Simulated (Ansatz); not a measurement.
The N3–H4 bond of GeH3N (SMILES [NH2][GeH]) is stretched (multiplicity 1, the rest rigid).
Geometry at rest (charge 0, multiplicity 1):
```xyz
5

Ge    -0.1424     0.2401     0.3120
H     -0.5005     1.3459    -0.7974
N      0.5161    -0.9212    -0.9385
H      0.5585    -0.7543    -1.9320
H      0.8851    -1.8250    -0.6851
```

Correlated levels freeze the cores. Filled d and f shells under p-block atoms count as core.

Programs: Ansatz (Gaussian orbitals). Each number belongs to the level named beside it.

FIC-MRCISD+Q on CASSCF(2,2)/cc-pVTZ, total energies (hartree):

```csv
R (Å),CASSCF,MRCISD,weight c² of the reference
1.008,-2131.632566,-2131.931746,0.90027
1.765,-2131.511476,-2131.802855,0.89395
3.227,-2131.455141,-2131.741728,0.88590
```

**Question.** Add the Davidson correction (E_MRCISD − E_CASSCF)(1 − c²)/c² and give the energies above the first point at the three levels.

**Answer.** 
Corrections (hartree): -0.033142, -0.034565, -0.036912. Above the first point (kcal/mol):
- R = 1.765 Å: CASSCF 76.0, MRCISD 80.9, with the correction 80.0
- R = 3.227 Å: CASSCF 111.3, MRCISD 119.2, with the correction 116.9

Ansatz is a quantum-chemistry and plane-wave program.
